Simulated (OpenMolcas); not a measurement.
**Computed transition rates of Kr⁴⁺**

```
Program             : OpenMolcas 26.06
Method              : SS-CASPT2, IPEA 0.25 Eh, imaginary shift 0.1 Eh (closed shells correlated: 3d 4s)
Basis               : ANO-RCC-VQZP [7s6p4d2f1g]
Scalar Hamiltonian  : DKH2, point nucleus
Active space        : 2 electrons in 3 orbitals (4p)
State averaging     : 2S+1 = 3 even, 3 roots; 2S+1 = 1 even, 6 roots
Spin-orbit coupling : state interaction with AMFI integrals over the reference wave functions, term energies averaged over their components
```

Rates come from the transition moments of the reference wave functions (E1 and E2 in the length form). At fixed line strength A goes as λ^-3 for E1 and M1 and as λ^-5 for E2, so a rate at the computed wavelength can be rescaled to the measured one. Measured vacuum wavelengths follow from level energies in Saloman, J. Phys. Chem. Ref. Data 36, 215 (2007). Branching counts decays inside the model space alone, at computed energies, and the table is only a selection of the E2 and M1 lines, drawn from those between levels with measured partners whose computed energy lies within a factor of 1.5 of the measured one.

```csv
Upper,Lower,Type,λ computed (nm),λ measured (nm),A computed (s-1),A rescaled (s-1),Branching %
4s² 4p² ¹S₀,4s² 4p² ³P₁,M1,279.9,282,6.77e+01,,91.0
4s² 4p² ¹D₂,4s² 4p² ³P₂,M1,821.8,824.6,5.02e+00,,55.8
4s² 4p² ¹S₀,4s² 4p² ¹D₂,E2,501.4,513.3,4.74e+00,4.22e+00,6.4
4s² 4p² ¹D₂,4s² 4p² ³P₁,M1,633.7,625.8,3.94e+00,,43.8
4s² 4p² ¹S₀,4s² 4p² ³P₂,E2,311.4,316.4,1.97e+00,,2.6
4s² 4p² ³P₁,4s² 4p² ³P₀,M1,3006,2672,6.47e-01,9.21e-01,100.0
4s² 4p² ³P₂,4s² 4p² ³P₁,M1,2768,2596,5.91e-01,7.16e-01,99.8
```

Spin-changing lines and M1 lines between different terms are not rescaled, since their strength hangs on the term gaps too.

The largest correction is for 4s² 4p² ³P₁ → 4s² 4p² ³P₀ (M1): 6.47e-01 × (3006 / 2672)^3 = 9.21e-01 s-1, a factor of 1.42.

No measured rate stands beside these. Rescaling mends the energy factor alone: line strengths can still be far off where a level mixes with configurations outside the active space, and weak or spin-changing lines hang on small mixing coefficients that depend on the term gaps too, so rescaling need not improve them.

CASPT2 does not keep the components of a term degenerate, so their means are used; among the terms shown or strongly mixed into the levels shown the widest spread is 100 cm-1 (4s² 4p² ¹D). With the s shell closed, the reference lacks s² → p² mixing. Measured partners are found by configuration, term and J. A level has none where our copy of the source lacks it or the pairing is in doubt (some pairs that miss far off the trend of their configuration count as doubtful). Levels of configurations outside the active space are missing.
